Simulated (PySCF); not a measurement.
## Dipole moment and polarisability of `Nc1ccc(B(F)F)cc1`

C₆H₆BF₂N.
Structure used (PBE0-D3(BJ)/def2-SVP), in Å, numbered top down from 1:
```
atom  x, y, z in Å
N1    -2.8415    0.0062    0.0145
C2    -1.4741    0.0030    0.0018
C3    -0.7566   -1.1890   -0.2267
C4     0.6273   -1.1889   -0.2031
C5     1.3621   -0.0162    0.0465
B6     2.8952   -0.0225    0.0637
F7     3.5967    1.0803    0.2875
F8     3.5948   -1.1291   -0.1461
C9     0.6363    1.1661    0.2750
C10   -0.7475    1.1843    0.2548
H11   -3.3172    0.8950   -0.0458
H12   -3.3269   -0.7733   -0.4064
H13   -1.3041   -2.1153   -0.4207
H14    1.1626   -2.1249   -0.3848
H15    1.1784    2.0952    0.4710
H16   -1.2879    2.1172    0.4363
```

Level: wB97X-D/def2-SVPD (PySCF), static field, nuclei fixed, core orbitals frozen in the response. The polarisability tensor in these axes (au):

```
x   135.01  -0.36   1.17
y    -0.36  91.92   7.48
z     1.17   7.48  56.56
```

**Question.** What are the eigenvalues, a third of the trace, and Δα (Δα² = ½Σ(αi − αj)² over the three pairs)?

**Answer.** Principal values 55.03, 93.44 and 135.03 au; mean 94.50 au = 14.00 Å³ = 15.58 × 10⁻⁴⁰ C²·m²/J; Δα = 69.30 au (73 % of the mean).

**Question.** What is the dipole moment, and where does it point?

**Answer.** (-4.70, 0.17, -0.72) D, 4.76 D in size, pointing from the negative to the positive side. Measured along this direction, the outermost atoms are F8 and F7 at the negative end and H12 and H11 at the positive end.

**Question.** Sum over states: ᾱ = Σ f/ω², ω in Eh. What share falls to these 6 lowest TDDFT singlets (eV, f)? 4.92, 0.0129; 5.14, 0.3837; 6.17, 0.0037; 6.19, 0.2238; 6.85, 0.1746; 6.86, 0.4485.

**Answer.** They add up to 25.36 au, 26.8 % of the 94.50 au; the largest single term is 10.76 au, from the state at 5.14 eV. Terms in order: 0.40, 10.76, 0.07, 4.33, 2.76, 7.05 au. Higher excitations give the rest. The strengths listed sum to 1.247.

**Question.** Directions of the eigenvectors, and the extent of the frame along each?

**Answer.** Largest value along (1.00, -0.01, 0.01), where the nuclei span 6.93 Å; middle along (0.00, 0.98, 0.20), 4.32 Å; least along (-0.02, -0.20, 0.98), 0.25 Å. The response follows the extents in order.

**Question.** Traceless (Buckingham) quadrupole moment about the centre of nuclear charge: eigenvalues?

**Answer.** -9.12, 2.31, 6.81 D·Å. The values depend on the origin, since the dipole doesn't vanish. The electronic extent ⟨r²⟩ about the same centre is 1685 bohr², a root-mean-square distance of 2.56 Å for the 72 electrons.

**Question.** Rayleigh depolarisation ratio (linearly polarised light, static tensor)?

**Answer.** ρ = 3Δα²/(45ᾱ² + 4Δα²) = 14405.8/(401836 + 19207.7) = 0.0342.

**Question.** Find the Langevin capture rate constant for H3+ (3.023 u) meeting this molecule (141.056 u), k = 2.342 × 10⁻⁹ cm³/s × √(α in Å³ / reduced mass in u).

**Answer.** The reduced mass is 2.96 u, so k = 5.09 × 10⁻⁹ cm³/s. The formula leaves out the permanent dipole, which adds to the capture rate.

Isolated species at its PBE0-D3(BJ)/def2-SVP geometry, gas phase.

The pairwise dispersion term of wB97X-D wasn't added to the energies; at a given geometry it leaves orbitals and properties as they are.
